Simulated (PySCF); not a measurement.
# Si2PH4Cl

Si2PH4Cl is a silylene (divalent Si1, bonded to 1 Cl + 1 P), neutral, singlet. The structure, one conformer, was relaxed in the gas phase by PBE0-D3(BJ)/def2-SVP. No frequency run checks that it is a minimum.

The strong deshielding of the divalent centre rests on a low-lying excitation, and density functionals tend to overstate it.

SMILES: [SiH3]P[Si]Cl

Coordinates in Å:
```
Si1     2.338    0.564   -0.382
Cl2     2.363   -1.271    0.666
P3      0.367    1.319    0.419
Si4    -1.021   -0.423    0.037
H5      0.041    2.155   -0.690
H6     -0.627   -1.262   -1.134
H7     -2.377    0.151   -0.209
H8     -1.037   -1.260    1.267
```

Shieldings: GIAO PBE0/pcSseg-2. Shifts are against computed references at the same level: H TMS (σ 31.24 ppm), Si TMS (σ 341.3 ppm). Core levels by delta-SCF with SCAN, pcX-2 on the ionised atom and pcseg-1 elsewhere, spin-free X2C (2p3/2 is the spin-free 2p value less a third of a first-order spin-orbit splitting); from the vacuum level, for chosen atoms.

(1) Give the NMR and core-level values of the distinct atoms.

(2) By CAM-B3LYP/def2-SVPD (TDDFT singlets, Tamm-Dancoff triplets, ionisation by delta-SCF), where does absorption start, and what does vertical ionisation take?

Results:

(1) 
```
   atoms   bonded to  σ (ppm)  δ (ppm)  core level (eV)
     Si1  1 Cl + 1 P   -244.5    585.8                -
     Cl2        1 Si    473.2        -     2p3/2 205.69
      P3  2 Si + 1 H    365.5        -     2p3/2 135.94
     Si4   1 P + 3 H    432.4    -91.1     2p3/2 107.05
      H5         1 P    26.89     4.36                -
H6 H7 H8        1 Si    27.00     4.25                -
```

Values are those of this one static structure, with the three H of a rotating XH3 group averaged; atoms that internal rotation interchanges would show their mean in an NMR spectrum.

Core levels of Si1 are left out, their hole states being strongly spin-contaminated.

(2) The lowest singlet lies at 2.69 eV (f 0.009), the strongest of the first 6 at 5.78 eV (f 0.131), the lowest triplet at 1.67 eV; vertical ionisation takes 8.61 eV.
